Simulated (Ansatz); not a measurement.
AlH$_{6}$NOSi (`O[SiH2][NH][AlH2]`), relaxed with RKS PBE-D4/def2-SVP in the Gaussian-basis code of Ansatz from a rough embedded geometry. The force threshold is 0.03 eV/Å; the program also tests the step.

The species carries charge 0 and has multiplicity 1.

Start:

```xyz
10

O    -0.446   -2.409    0.526
Si   -0.540   -0.726    0.376
N     1.052   -0.156   -0.147
Al    0.881    1.810   -0.477
H    -1.394   -2.688    0.868
H    -0.908   -0.083    1.664
H    -1.567   -0.379   -0.652
H     1.212   -0.520   -1.129
H     1.886    2.791    0.393
H    -0.177    2.359   -1.422
```

```tsv
step	energy (eV)	largest force (eV/Å)	largest move (Å)
1	-18091.1150	2.598	0.000
2	-18091.5100	1.112	0.160
3	-18091.6608	0.861	0.159
4	-18091.7618	0.337	0.200
5	-18091.8282	0.374	0.200
6	-18091.8949	0.593	0.195
7	-18091.9714	0.281	0.195
8	-18092.0474	0.271	0.200
9	-18092.1152	0.209	0.200
10	-18092.1673	0.158	0.200
11	-18092.2039	0.132	0.200
12	-18092.2267	0.149	0.200
13	-18092.2335	0.045	0.120
14	-18092.2346	0.103	0.090
15 (rejected)	-18092.2332	0.080	0.032
16	-18092.2352	0.015	0.015
```

End:

```xyz
10

O     0.040   -2.169    0.691
Si   -0.749   -0.702    0.441
N     0.140    0.239   -0.724
Al    1.051    1.781   -0.485
H    -0.550   -2.921    0.867
H    -0.798    0.135    1.688
H    -2.155   -1.008   -0.023
H     0.188   -0.188   -1.659
H     1.015    2.459    0.956
H     1.820    2.374   -1.752
```

Hardware: 4 threads of a server CPU on a shared host. Wall time 28 s, peak host memory 0.16 GiB.
